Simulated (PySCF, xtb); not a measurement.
CH11NOSi3, SMILES [SiH2](C[SiH2]O)N[SiH3]. The values are those of a single conformer.

Harmonic wavenumbers (cm⁻¹) from GFN2-xTB run with xtb at its own minimum, in rising order: 49, 64, 80, 114, 136, 162, 232, 276, 379, 447, 472, 493, 556, 568, 594, 609, 635, 682, 704, 720, 758, 772, 787, 798, 806, 813, 839, 873, 916, 960, 1016, 1138, 1194, 1465, 2178, 2207, 2208, 2227, 2247, 2270, 2289, 2981, 3009, 3464, 3525.

Problem. What does PBE-D3(BJ)/def2-SVP in PySCF give at its own minimum? (An estimate is asked for; the answer gives what the named calculation found.)

Solution. 54, 68, 108, 134, 154, 196, 254, 300, 457, 509, 521, 566, 603, 648, 671, 693, 716, 734, 759, 779, 815, 835, 870, 893, 909, 921, 928, 940, 956, 981, 1024, 1073, 1138, 1322, 2126, 2130, 2145, 2165, 2171, 2179, 2195, 2986, 3050, 3413, 3474. Paired by order, the mean absolute difference is 58 cm⁻¹ and the zero-point energies are 71.1 and 72.3 kcal/mol.
